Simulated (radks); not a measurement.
Values are calculated unless marked as measured or tabulated.
Os2+, configuration [Xe] 4f14 5d6. Level of theory: Dirac Kohn-Sham, BLYP, spin-unpolarised, spherical densities, finite nucleus; open shells fill j = l - 1/2 first; Fermi nuclear charge, rms radius 5.4126 fm (a radial shooting solver on a logarithmic mesh with Libxc functionals).

Normalised radial functions P(r) = r R(r) (large component), r in bohr:

r	5d3/2
0.001179	0.0000
0.001573	0.0000
0.002115	0.0001
0.002821	0.0002
0.003762	0.0003
0.005018	0.0006
0.006693	0.0013
0.008927	0.0026
0.01191	0.0054
0.01588	0.0108
0.02135	0.0216
0.02848	0.0410
0.03798	0.0738
0.05065	0.1238
0.06756	0.1875
0.09011	0.2450
0.1202	0.2530
0.1603	0.1581
0.2155	-0.0602
0.2874	-0.2991
0.3834	-0.3856
0.5113	-0.1947
0.682	0.2105
0.9096	0.6180
1.213	0.8295
1.618	0.7894
2.176	0.5743
2.902	0.3251
3.87	0.1349
5.162	0.0366

5d3/2: eigenvalue -23.320 eV, 2 radial nodes at r = 0.201, 0.594 bohr, <r> = 1.68 bohr, 90 % of the charge inside 2.60 bohr.
